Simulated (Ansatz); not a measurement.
Computed with Ansatz on PBE0-D4/def2-TZVP structures; ΔE is electronic, products minus reactants. CBS: MP2 limit from def2 TZ/QZ plus the TZ coupled-cluster correction, frozen cores. This one scheme is used for every species. DFT in def2-TZVPP. B3LYP here is the variant with VWN-RPA as its local correlation; programs differ in this. One conformer a species, not always the lowest.

Reaction (ligand exchange at the Si–C bond): `C[SiH2]C(F)F` + `FCS` → `C[SiH2]SCF` + `FCF`

`C[SiH2]C(F)F`:

Cartesian coordinates in Å:
```
C -0.536 -1.038 1.100
Si 0.751 -0.061 0.170
C -0.125 1.068 -1.113
F -0.885 0.306 -1.961
F 0.791 1.733 -1.878
H -0.065 -1.707 1.823
H -1.127 -1.643 0.409
H -1.215 -0.377 1.645
H 1.523 0.833 1.073
H 1.681 -0.937 -0.587
H -0.793 1.824 -0.680
```

`FCS`:

Cartesian coordinates in Å:
```
F -1.496 0.220 0.228
C -0.264 0.122 -0.375
S 0.843 -1.001 0.470
H 0.168 1.121 -0.430
H -0.402 -0.283 -1.380
H 1.151 -0.179 1.486
```

`C[SiH2]SCF`:

```xyz
12

C    -0.836    1.380   -0.827
Si   -0.795   -0.480   -0.753
S    -0.431   -1.234    1.224
C     1.319   -0.841    1.371
F     1.549    0.507    1.542
H    -1.029    1.719   -1.848
H     0.118    1.793   -0.494
H    -1.622    1.770   -0.177
H    -2.103   -1.070   -1.138
H     0.280   -1.014   -1.636
H     1.863   -1.164    0.481
H     1.688   -1.366    2.254
```

`FCF`:

Z-matrix (Å, degrees):
```
C
F 1 1.351
F 1 1.351 2 108.6
H 1 1.093 2 108.8 3 118.2
H 1 1.094 2 108.8 3 -118.2
```

| level | ΔE (kJ/mol) | difference from CCSD(T)/CBS |
| --- | --- | --- |
| PBE-D4 | -87.4 | 3.8 |
| PBE0-D4 | -92.4 | -1.2 |
| B3LYP-D4 | -87.6 | 3.6 |
| B2PLYP | -88.0 | 3.2 |
| PBE | -83.8 | 7.4 |
| r2SCAN | -88.5 | 2.7 |
| B3LYP | -81.9 | 9.3 |
| HF/def2-TZVPP | -91.4 | -0.2 |
| MP2/def2-TZVPP | -98.6 | -7.4 |
| SCS-MP2/def2-TZVPP | -93.9 | -2.7 |
| CCSD/def2-TZVPP | -89.4 | 1.8 |
| CCSD(T)/def2-TZVPP | -90.5 | 0.7 |
| HF/def2-QZVPP | -90.9 | 0.3 |
| MP2/def2-QZVPP | -98.8 | -7.6 |
| SCS-MP2/def2-QZVPP | -94.2 | -3.0 |
| CCSD/CBS(def2) | -90.1 | 1.1 |
| CCSD(T)/CBS | -91.2 | 0 |

Largest T1 diagnostic among the species: 0.012.

From PBE to PBE0 (25 % exact exchange), in def2-TZVPP and without D4, ΔE moves by −5.3 kJ/mol. The D4 term adds −5.7 kJ/mol with B3LYP and −3.2 kJ/mol with PBE0; it sums over pairs of atoms, weighted by their polarisabilities, and B3LYP, whose exchange is more repulsive, gets the larger term.
